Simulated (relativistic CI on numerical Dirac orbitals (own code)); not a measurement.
F⁵⁺: sensitivity of the levels to the model

Base calculation: Dirac-Coulomb-Breit CI, orbitals from a KLI potential per configuration, QED by a radiative potential, valence Slater integrals scaled by 0.85, P86 correlation energy added to each configuration.

Configuration list (outside the closed core 1s2): 2s2, 2s 2p, 2p2, 2p 3s, 2p 3p, 2s 3s, 2s 3p, 2s 3d, 2s 4s, 2s 4p, 2s 4d, 2s 4f, 2s 5s, 2s 5p, 2s 5d, 2s 5f, 2s 5g, 3s2, 3s 3p, 3p2. Levels of other configurations are missing.

The lowest level and the first level of each name with at least 55 % of one term (blank where a level has no safe partner in the second run):

```
      Level  Base (cm⁻¹)  Shift (cm⁻¹)
   2s2 1S_0            0             0
2s 2p 3P°_0        97541         +1846
2s 2p 3P°_1        97795         +1846
2s 2p 3P°_2        98360         +1844
2s 2p 1P°_1       183948        +17036
   2p2 3P_0       253660         +3318
   2p2 3P_1       253950         +3316
   2p2 3P_2       254445         +3317
   2p2 1D_2       277468         +6787
   2p2 1S_0       335980        +20099
 2s 3s 3S_1       745434         +3814
 2s 3s 1S_0       760458         +6270
2s 3p 1P°_1       789132         +4078
2s 3p 3P°_0       789643         +5246
2s 3p 3P°_1       789727         +5235
2s 3p 3P°_2       789862         +5247
 2s 3d 3D_1       810611         +4610
 2s 3d 3D_2       810629         +4613
 2s 3d 3D_3       810665         +4616
 2s 3d 1D_2       825345         +7718
2p 3s 3P°_0       871394         +5482
2p 3s 3P°_1       871689         +5484
```

At this charge configurations can still be misplaced by up to about 7 % of their energy. 27 of the 35 excited levels that our extract of the measured tables holds in this range could be paired (the sources list more); they are missed by 1562 cm⁻¹ on average and 5932 at most, and levels without a partner can miss by more.

**Question.** One thing was changed in a second run, which moved the levels as shown. Which?
A. QED terms removed
B. self-excluded LDA correlation estimate
C. Breit term removed
D. Slater integrals left unscaled
E. configuration mixing switched off

**Answer.** D. Slater integrals left unscaled. Scaling acts on the splittings between terms and on the mixing, and leaves the fine structure of pure LS terms nearly alone; in jj coupling it moves the levels of one term differently.
